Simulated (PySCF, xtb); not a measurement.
Tl(I) anion (ITl), SMILES [I][Tl] (connectivity only; charge and spin as stated), charge -1, multiplicity 2.

Harmonic wavenumbers (cm⁻¹) from GFN2-xTB in xtb at its own minimum, in rising order: 134.

What does PBE-D3(BJ)/def2-TZVPD (PySCF) give at its own minimum? (Estimate from the structure and the level; the computed values follow.)

94. Paired by order, the mean absolute difference is 40 cm⁻¹ and the zero-point energies are 0.2 and 0.1 kcal/mol.
